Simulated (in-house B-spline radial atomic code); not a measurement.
A fraction x of an electron is moved 5p → 4f in Xe II (Xe+), starting from [Kr] 4d10 5s2 5p5 and keeping the highest spin. Computed with a radial B-spline atomic code at the basis-set limit: non-relativistic PBEsol, spin-polarised, spherical fractional occupations, point nucleus.

```tsv
x	E(x) - E(0) (eV)	5p down level (eV)	4f up level (eV)
0	0.0000	-16.652	-
0.125	1.9580	-17.433	-1.565
0.25	3.9720	-18.143	-1.788
0.375	6.0451	-18.765	-1.963
0.5	8.1689	-19.267	-2.108
0.625	?	?	?
0.75	?	?	?
0.875	14.7073	-19.974	-2.406
1	16.9031	-20.035	-2.478
```

What belongs in the row x = 0.625?

An energy change of 10.3299 eV; 5p down at -19.624 eV, 4f up at -2.227 eV.

What belongs in the row x = 0.75?

An energy change of 12.5135 eV; 5p down at -19.848 eV, 4f up at -2.325 eV.

Check Janak's theorem between x = 0.125 and 0.25.

The slope of the energy is 16.11 eV; the orbital levels give 16.11 eV (ε of the receiving orbital less ε of the emptying one, averaged over the two points).
